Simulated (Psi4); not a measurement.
Psi4 input (wB97X-D/6-311+G**):

```
memory 1500 MB

molecule {
0 2
O    -0.41745200    0.01298800   -1.49468300
B    -0.68082200   -0.00807500   -0.24945000
O    -1.76088500   -0.03711100    0.56846900
P     1.24898200    0.01413800    0.50813900
H    -1.55391800   -0.04619400    1.50725500
H     1.84260200   -1.01689400   -0.25023900
H     1.80738800    1.08437900   -0.22214500
symmetry c1
no_reorient
no_com
}

set {
  basis 6-311+G**
  reference uks
  scf_type df
  df_basis_scf def2-universal-jkfit
  dft_radial_points 99
  dft_spherical_points 590
  e_convergence 1e-8
  d_convergence 1e-7
  maxiter 150
}

e = energy('wb97x-d')
print_out(f'\nFINAL {e:.10f} DIPOLE {variable("CURRENT DIPOLE")[0]:.6f} {variable("CURRENT DIPOLE")[1]:.6f} {variable("CURRENT DIPOLE")[2]:.6f}\n')
```

From the output:

```
  HONO-1 :   19  A 1.9947350
  HONO-0 :   20  A 1.0000000
  LUNO+0 :   21  A 0.0052650
  LUNO+1 :   22  A 0.0004118
  LUNO+2 :   23  A 0.0003062
  LUNO+3 :   24  A 0.0001368

Computation Completed

Properties will be evaluated at   0.000000,   0.000000,   0.000000 [a0]

Properties computed using the SCF density matrix

 Multipole Moments:

 ------------------------------------------------------------------------------------
     Multipole            Electronic (a.u.)      Nuclear  (a.u.)        Total (a.u.)
 ------------------------------------------------------------------------------------

 L = 1.  Multiply by 2.5417464519 to convert [e a0] to [Debye]
 Dipole X            :          0.7175234           -0.0000076            0.7175158
 Dipole Y            :         -0.0047833            0.0000038           -0.0047795
 Dipole Z            :          1.2568603           -0.0000113            1.2568490
 Magnitude           :                                                    1.4472461

 ------------------------------------------------------------------------------------

FINAL -518.4943391787 DIPOLE 0.717516 -0.004779 1.256849

*** Psi4 exiting successfully. Buy a developer a beer!
```

The geometry given is a B3LYP-D3(BJ)/def2-TZVP minimum.
